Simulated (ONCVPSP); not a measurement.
# carbon (C), ONCV: configuration errors across variants

ONCVPSP 4.0.1 input, shortened (lines: element, Z, core and valence counts, functional; n l f; lmax; l rc ep ncon nbas qcut; lloc lpopt rc5 dvloc0; l nproj debl; icmod fcfact rcfact), PBE, non-relativistic:

```
  C 6.00    1    2        4      upf
    1    0    2.00
    2    0    2.00
    2    1    2.00
    2
    0    1.25    0.00    3    7    5.80
    1    1.75    0.00    3    8    9.00
    2    1.85    0.31    4    9    5.70
    4    5    0.85    0.00
    0    1    1.60
    1    2    3.10
    2    2    2.70
    2    0.75    0.85
```

All-electron excitation energies from the reference (eV): (1) 2s2 2p1 10.865; (2) 2s2 2p0 35.024; (3) 2s1 2p0 83.197; (4) 2s1 2p3 8.463.

Errors AE − PS in meV (a dash: test not solved or not reliable):

| change | (1) | (2) | (3) | (4) | bound ghosts | GHOST(+) flags above zero |
| --- | --- | --- | --- | --- | --- | --- |
| base | +20 | +192 | +367 | +5.7 | none | none |
| s: qcut 3.9; p: qcut 6; d: qcut 3.8 | +41 | +378 | +661 | +4.3 | none | d |
| s: qcut 4.4; p: qcut 6.8; d: qcut 4.3 | +34 | +313 | +550 | +5.7 | none | d |
| s: qcut 5.1; p: qcut 7.9; d: qcut 5 | +26 | +244 | +441 | +6.0 | none | none |
| s: qcut 5.7; p: qcut 8.9; d: qcut 5.6 | +21 | +197 | +373 | +5.8 | none | none |
| s: qcut 7.2; p: qcut 11.2; d: qcut 7.1 | +14 | +141 | +307 | +4.3 | none | none |
| s: qcut 7.9; p: qcut 12.2; d: qcut 7.7 | +12 | +118 | +275 | +3.8 | none | none |
| s: qcut 8.6; p: qcut 13.3; d: qcut 8.4 | +12 | +118 | +286 | +3.2 | none | none |

Problem. Give the same row for: s: qcut 6.6; p: qcut 10.2; d: qcut 6.5.

Solution. +16, +153, +316, +5.0; bound ghosts: none; GHOST(+) flags above zero: none.
